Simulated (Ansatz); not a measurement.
A run of Ansatz (development build ahead of 0.2.0) on singlet H14 at this shape:

```xyz
14

H     0.8850    2.0445   -0.1865
H     0.0654    2.1061   -0.7471
H    -0.7671    1.7505   -1.1598
H    -1.4478    1.0482   -1.3428
H    -1.8416    0.1383   -1.2599
H    -1.8707   -0.7990   -0.9273
H    -1.5293   -1.5780   -0.4112
H    -0.8850   -2.0445    0.1865
H    -0.0654   -2.1061    0.7471
H     0.7671   -1.7505    1.1598
H     1.4478   -1.0482    1.3428
H     1.8416   -0.1383    1.2599
H     1.8707    0.7990    0.9273
H     1.5293    1.5780    0.4112
```

Its results:

- Converged: yes
- Total energy: -7.31877 hartree
- Spin squared of the determinant: 0.000

Problem. Which input gives this output? Name the method, the orbitals and the basis set, and write the input.

Solution. RHF in STO-3G. An unrestricted run that stays on the closed shell gives the same numbers.

```yaml
crystal:
  periodic: [false, false, false]
  atoms:
    - { symbol: H, position_ang: [0.885, 2.0445, -0.1865] }
    - { symbol: H, position_ang: [0.0654, 2.1061, -0.7471] }
    - { symbol: H, position_ang: [-0.7671, 1.7505, -1.1598] }
    - { symbol: H, position_ang: [-1.4478, 1.0482, -1.3428] }
    - { symbol: H, position_ang: [-1.8416, 0.1383, -1.2599] }
    - { symbol: H, position_ang: [-1.8707, -0.799, -0.9273] }
    - { symbol: H, position_ang: [-1.5293, -1.578, -0.4112] }
    - { symbol: H, position_ang: [-0.885, -2.0445, 0.1865] }
    - { symbol: H, position_ang: [-0.0654, -2.1061, 0.7471] }
    - { symbol: H, position_ang: [0.7671, -1.7505, 1.1598] }
    - { symbol: H, position_ang: [1.4478, -1.0482, 1.3428] }
    - { symbol: H, position_ang: [1.8416, -0.1383, 1.2599] }
    - { symbol: H, position_ang: [1.8707, 0.799, 0.9273] }
    - { symbol: H, position_ang: [1.5293, 1.578, 0.4112] }
basis:
  gaussian: { orbitals: STO-3G }
hamiltonian:
  xc: hf
```

Caution: stretched shape with no unrestricted run beside it, a lower state can exist.
